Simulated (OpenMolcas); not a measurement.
Computed levels of 3d⁶ in ions with 24 electrons, in cm-1 above ⁵D₄.

```json
{
 "Program": "OpenMolcas",
 "Method": "MS-CASPT2, IPEA 0.25 Eh, imaginary shift 0.1 Eh",
 "Basis": "ANO-R3",
 "Scalar Hamiltonian": "X2C, finite nucleus",
 "Spin-orbit coupling": "RASSI with atomic mean-field integrals over the reference wave functions, term energies averaged over their components"
}
```

Active space for each ion: 6 electrons in 5 orbitals (3d); closed shells correlated by CASPT2: 3s 3p.

```tsv
Level	Fe2+	Ni4+
⁵D₃	438	860
⁵D₂	745	1445
⁵D₁	943	1818
⁵D₀	1039	2000
³P₂(1)	18780	26000
³H₆	19760	27310
³H₅	19980	27700
³P₁(1)	20060	28500
³H₄	20130	27920
```

Question: Estimate ⁵D₀, ³P₂(1), ³H₆ for Co3+ from its neighbours Fe2+ and Ni4+.

Answer: ⁵D₀ is fine structure, which grows about as the fourth power of a screened charge, so the fourth roots are averaged: ((1039^0.25 + 2000^0.25) / 2)^4 = 1461. The calculation gives 1473, so the estimate is off by -0.8 %; the measured value is 1494 (Sugar and Corliss, J. Phys. Chem. Ref. Data 10, 1097 (1981)).
³P₂(1) is another term, which grows about linearly with the charge: (18780 + 26000) / 2 = 22390. The calculation gives 22560, so the estimate is off by -0.8 %; the measured value is 22883 (Sugar and Corliss, J. Phys. Chem. Ref. Data 10, 1097 (1981)).
³H₆ is another term, which grows about linearly with the charge: (19760 + 27310) / 2 = 23535. The calculation gives 23680, so the estimate is off by -0.6 %; the measured value is 23680 (Sugar and Corliss, J. Phys. Chem. Ref. Data 10, 1097 (1981)).

CASPT2 breaks the degeneracy within a term, and the mean is taken; among the terms shown or strongly mixed into the levels shown the widest spread is 240 cm-1 (3d⁶ ³H, Fe2+). Measured partners are found by configuration, term and J. A level has none where our copy of the source lacks it or the pairing is in doubt (some pairs that miss far off the trend of their configuration count as doubtful), and it then counts in no deviation. Levels of configurations outside the active space are missing.

A number in round brackets counts repeated terms of one configuration in the order of the reference energies.
